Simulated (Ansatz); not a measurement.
Born–Oppenheimer molecular dynamics of GaH₃O (5 atoms, charge 0, multiplicity 1). It starts at the highest image of a converged band. Of that band: Neighbouring images differ by up to 1.2 eV, so the band resolves the path poorly. A vibrational analysis at the climbing image gives one clearly imaginary mode, 1313i cm⁻¹: a first-order saddle point.

Computed with RKS r2SCAN-D4/def2-SVP (Ansatz).

- ensemble: NVE (velocity Verlet)
- time step: 0.5 fs
- steps asked: 200
- starting velocities drawn for: 100 K
- seed: 2058

First frame:

```xyz
5
Properties=species:S:1:pos:R:3
Ga 0.237 0.097 -0.455
O 0.862 0.184 1.437
H 0.634 -0.486 2.107
H 1.663 -0.156 0.309
H -1.351 0.079 -0.569
```

**Question.** How far do the bonds stretch over the last three quarters of this one trajectory? (Pairs bonded in most of those frames.)

**Answer.** 
```json
{"bond": "Ga1–O2", "mean (Å)": "1.812", "spread (Å)": "0.130", "shortest": "1.63", "longest": "2.02"}
{"bond": "Ga1–H4", "mean (Å)": "1.641", "spread (Å)": "0.160", "shortest": "1.38", "longest": "1.89"}
{"bond": "Ga1–H5", "mean (Å)": "1.649", "spread (Å)": "0.115", "shortest": "1.44", "longest": "1.87"}
{"bond": "O2–H3", "mean (Å)": "0.971", "spread (Å)": "0.009", "shortest": "0.95", "longest": "0.99"}
```

Mean temperature of the second half: 3383 K. The conserved energy stayed within 0.65 meV per atom of its start (net change -0.28 meV per atom), so the integration is sound. The kinetic energy rose, since the run started high on the potential surface and went downhill. A run of 0.1 ps of so small a system gives no equilibrium averages. The orbitals stay closed-shell, which can raise the energy where a bond breaks towards radicals; this wasn't checked here.

Run time: 6.1 min on 1 thread of Arm Neoverse V2, on a shared host, peak memory 0.11 GiB.
